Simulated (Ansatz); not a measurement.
Total energies of SiF2Cl2 (SiCl₂F₂) from Ansatz at r2SCAN-D4/def2-TZVPD, gas phase (1 Eh = 27.2114 eV = 2625.5 kJ/mol). The reference geometry is relaxed at PBE0-D4/def2-SVP.

```xyz
5

Si   -0.047    0.002   -0.059
F    -0.730    1.308   -0.674
F    -0.541   -1.251   -0.917
Cl   -0.640   -0.224    1.857
Cl    1.959    0.164   -0.206
```

```csv
state,geometry,energy (Eh)
charge 0 singlet,reference,-1409.79636
charge -1 doublet,reference,-1409.77521
free Si atom (triplet),–,-289.34127
free F atom (doublet),–,-99.72844
free Cl atom (doublet),–,-460.11735
```

(1) Work out the vertical electron affinity, to the doublet.

(2) What is the binding energy per atom against free atoms?

(1) E(charge 0 singlet) − E(charge -1 doublet) = -1409.79636 − (-1409.77521) = -0.02115 Eh = -0.58 eV; negative, so the extra electron isn't bound.

(2) Atoms: 1 × (-289.34127) + 2 × (-99.72844) + 2 × (-460.11735) = -1409.03285 Eh. Binding: -1409.03285 − (-1409.79636) = 0.76351 Eh = 20.78 eV, or 4.16 eV for each of 5 atoms (no zero-point energy, no counterpoise term).

At r2SCAN-D4/def2-TZVPD the highest occupied level of the charge -1 doublet lies above zero (up to 1.85 eV). By energy differences it is unbound by 0.58 eV (vertical, against the charge 0 singlet, at r2SCAN-D4/def2-TZVPD) and held by the finite basis.
